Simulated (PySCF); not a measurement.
Input file for PySCF: R-M06-2X/def2-TZVPPD on HF (SMILES F).

```python
from pyscf import gto, dft

mol = gto.M(
    atom='''
    F     0.48255518   -0.31717282   -0.34942402
    H     0.35994762   -0.18489023    0.57557568
    ''',
    basis='def2-tzvppd',
    charge=0, spin=0, verbose=4, max_memory=1800)
mf = dft.RKS(mol, xc='m062x').density_fit(auxbasis='def2-universal-jkfit')
mf.grids.level = 4
mf.conv_tol = 1e-9
mf.max_cycle = 150
mf.kernel()
mf.dip_moment()
```

Output:

```
PySCF version 2.14.0

[INPUT] verbose = 4
[INPUT] num. atoms = 2
[INPUT] num. electrons = 10
[INPUT] charge = 0
[INPUT] spin (= nelec alpha-beta = 2S) = 0
[INPUT] symmetry False subgroup None
[INPUT] Mole.unit = angstrom
[INPUT] Symbol           X                Y                Z      unit          X                Y                Z       unit  Magmom
[INPUT]  1 F      0.482555180000  -0.317172820000  -0.349424020000 AA    0.911897130190  -0.599369763956  -0.660315699145 Bohr   0.0
[INPUT]  2 H      0.359947620000  -0.184890230000   0.575575680000 AA    0.680202420989  -0.349391897808   1.087680399160 Bohr   0.0

nuclear repulsion = 5.05357922317185
number of shells = 21
number of NR pGTOs = 74
number of NR cGTOs = 57
basis = def2-tzvppd
ecp = {}


******** <class 'pyscf.df.df_jk.DFRKS'> ********
method = DFRKS
initial guess = minao
damping factor = 0
level_shift factor = 0
DIIS = <class 'pyscf.scf.diis.CDIIS'>
diis_start_cycle = 1
diis_space = 8
diis_damp = 0
SCF conv_tol = 1e-09
SCF conv_tol_grad = None
SCF max_cycles = 150
direct_scf = False
XC library pyscf.dft.libxc version 7.1.2
    S. Lehtola, C. Steigemann, M. J. T. Oliveira, and M. A. L. Marques,  SoftwareX 7, 1–5 (2018)
XC functionals = m062x
    Y. Zhao and D. G. Truhlar,  Theor. Chem. Acc. 120, 215 (2008)
    Y. Zhao and D. G. Truhlar,  Theor. Chem. Acc. 120, 215 (2008)
radial grids:
    Treutler-Ahlrichs [JCP 102, 346 (1995); DOI:10.1063/1.469408] (M4) radial grids

becke partition: Becke, JCP 88, 2547 (1988); DOI:10.1063/1.454033
pruning grids: <function nwchem_prune>
grids dens level: 4
symmetrized grids: False
atomic radii adjust function: <function treutler_atomic_radii_adjust>
small_rho_cutoff = 0
Set gradient conv threshold to 3.16228e-05
Initial guess from minao.
tot grids = 44544
******** <class 'pyscf.df.df.DF'> ********
auxbasis = def2-universal-jkfit
init E= -100.323043901926
  HOMO = -0.56675727292492  LUMO = 0.0100624591411105  gap/eV = 15.69606
cycle= 1 E= -100.420486842391  delta_E= -0.0974  |g|= 0.441  |ddm|= 0.597
  HOMO = -0.415743689307767  LUMO = 0.0152997527901064  gap/eV = 11.72929
cycle= 2 E= -100.418570603582  delta_E= 0.00192  |g|= 0.513  |ddm|= 0.445
  HOMO = -0.517743157554017  LUMO = 0.0145528902759224  gap/eV = 14.48451
cycle= 3 E= -100.454116975532  delta_E= -0.0355  |g|= 0.024  |ddm|= 0.192
  HOMO = -0.515282775389478  LUMO = 0.0187856844539454  gap/eV = 14.53274
cycle= 4 E= -100.454192324593  delta_E= -7.53e-05  |g|= 0.00412  |ddm|= 0.0112
  HOMO = -0.516339163766341  LUMO = 0.0190862383918642  gap/eV = 14.56967
cycle= 5 E= -100.454195666893  delta_E= -3.34e-06  |g|= 0.000472  |ddm|= 0.0026
  HOMO = -0.51630729915587  LUMO = 0.0191272319205851  gap/eV = 14.56992
cycle= 6 E= -100.454195779763  delta_E= -1.13e-07  |g|= 6.79e-05  |ddm|= 0.000636
  HOMO = -0.516306705699205  LUMO = 0.0191328070662635  gap/eV = 14.57005
cycle= 7 E= -100.454195782561  delta_E= -2.8e-09  |g|= 3.84e-06  |ddm|= 0.000103
  HOMO = -0.516308255243938  LUMO = 0.0191326819030238  gap/eV = 14.57009
cycle= 8 E= -100.454195782569  delta_E= -7.06e-12  |g|= 2.89e-07  |ddm|= 8.56e-06
  HOMO = -0.516308163704152  LUMO = 0.0191327460034714  gap/eV = 14.57009
Extra cycle  E= -100.454195782569  delta_E= -3.13e-13  |g|= 8.27e-08  |ddm|= 2.82e-07
converged SCF energy = -100.454195782569
Dipole moment(X, Y, Z, Debye): -0.24455,  0.26385,  1.84502
```

The run converged.

Cost: very roughly 2.2 core-seconds.
